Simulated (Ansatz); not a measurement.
Task: Name a neutral molecule of Sb and H with HOMO–LUMO gap (PBE/def2-TZVPP) between 5.60 and 5.90 eV and HOMO–LUMO gap (B3LYP/def2-TZVPP) between 6.90 and 7.20 eV (Ansatz, PBE0-D4/def2-TZVP geometry).

Result: `[SbH3]` (5.62 eV, 7.00 eV). Other molecules can fit too; these were computed, each in one conformer that needn't be the lowest.

B3LYP here is the variant with VWN-RPA as its local correlation; programs differ in this.
